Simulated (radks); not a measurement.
Effect of the nuclear size on the zinc ion Zn3+, [Ar] 3d9. Method: Dirac Kohn-Sham, LDA (Slater exchange, Perdew-Wang correlation), spin-unpolarised, spherical densities, finite nucleus; open shells fill j = l - 1/2 first; Fermi nuclear charge, rms radius 3.9283 fm; computed with a radial shooting solver on a logarithmic mesh with Libxc functionals. The rms radius is varied about that value; shifts are against it.

| rms radius (fm) | total energy shift (eV) | density at nucleus (e/bohr^3) | 1s1/2 shift (meV) | 2s1/2 shift (meV) | 3s1/2 shift (meV) |
|---|---|---|---|---|---|
| 3.3076 | -0.0679 | 2.518e+04 | -28.9 | -2.77 | -0.421 |
| 3.5865 | -0.0388 | 2.506e+04 | -16.5 | -1.58 | -0.240 |
| 3.9283 | 0 | 2.494e+04 | 0.000 | 0.000 | 0.000 |
| 4.0972 | 0.0204 | 2.488e+04 | 8.68 | 0.830 | 0.126 |
| 4.3801 | 0.0563 | 2.479e+04 | 24.0 | 2.29 | 0.349 |

Slopes of the eigenvalues against <r^2> in GHz/fm^2, as finite differences over the two radii next to the reference (eigenvalue slopes, not the field-shift constants of lines): 1s1/2 1550, 2s1/2 148, 3s1/2 22.6.
